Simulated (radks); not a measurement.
Problem. All-electron atom: F4+ in [He] 2s2 2p1. All-electron calculation, scalar-relativistic Kohn-Sham, AM05, spin-unpolarised, spherical densities, point nucleus. Program: a radial shooting solver on a logarithmic mesh with Libxc functionals. Some entries of the table are withheld. Estimate them.

orbital,occ.,eigenvalue (hartree),r(max) (bohr),<r> (bohr)
1s,2,-28.40778,(1),(2)
2s,2,(3),(4),0.8403
2p,1,(5),0.5979,0.7738

Solution. 
(1) 1s r(max) (bohr): 0.1147
(2) 1s <r> (bohr): 0.1763
(3) 2s eigenvalue (hartree): -4.27200
(4) 2s r(max) (bohr): 0.7004
(5) 2p eigenvalue (hartree): -3.63699
